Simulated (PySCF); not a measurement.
Ga(Et)(OMe)(OEt), C₅H₁₃GaO₂, SMILES CC[O][Ga]([CH2]C)[O]C, GFN2-xTB optimised geometry.

```
21

Ga    -0.28    -0.49     0.00
C     -1.09     1.40     0.00
C     -0.03     2.49     0.05
H     -1.76     1.46     0.86
H     -1.70     1.49    -0.90
H      0.64     2.41    -0.80
H      0.57     2.40     0.96
H     -0.50     3.47     0.04
O     -1.12    -2.05    -0.01
C     -2.39    -2.67    -0.01
H     -2.47    -3.30    -0.89
H     -2.48    -3.29     0.89
H     -3.20    -1.94    -0.02
O      1.47    -0.49     0.00
C      2.58    -1.37     0.01
C      2.17    -2.83     0.09
H      3.16    -1.19    -0.90
H      3.20    -1.11     0.88
H      1.55    -3.08    -0.77
H      3.05    -3.47     0.10
H      1.59    -3.00     0.99
```

Density from PySCF with PBE0/def2-SVP at that geometry.

Minimum of the electron density along straight lines between bonded atoms, close to the bond critical point (lines longer than 1.1 times the sum of covalent radii, or with two minima, are not listed):

```csv
bond,length / Å,ρ at the minimum / e bohr⁻³,∇²ρ there / e bohr⁻⁵,position (fraction from the first atom)
Ga1–C2,2.064,0.100,0.08,0.47
C2–C3,1.518,0.243,-0.54,0.51
C2–H4,1.093,0.271,-0.96,0.62
C2–H5,1.093,0.271,-0.96,0.62
C3–H6,1.088,0.277,-1.02,0.63
C3–H7,1.088,0.277,-1.02,0.63
C3–H8,1.091,0.274,-0.99,0.62
Ga1–O9,1.770,0.125,0.84,0.48
O9–C10,1.408,0.251,-0.38,0.66
C10–H11,1.094,0.281,-1.06,0.63
C10–H12,1.094,0.281,-1.06,0.63
C10–H13,1.093,0.280,-1.05,0.63
Ga1–O14,1.750,0.133,0.92,0.48
O14–C15,1.409,0.252,-0.36,0.66
C15–C16,1.522,0.250,-0.59,0.51
C15–H17,1.098,0.280,-1.04,0.63
C15–H18,1.098,0.280,-1.04,0.63
C16–H19,1.089,0.276,-1.01,0.63
C16–H20,1.088,0.275,-1.00,0.62
C16–H21,1.090,0.275,-1.00,0.63
```
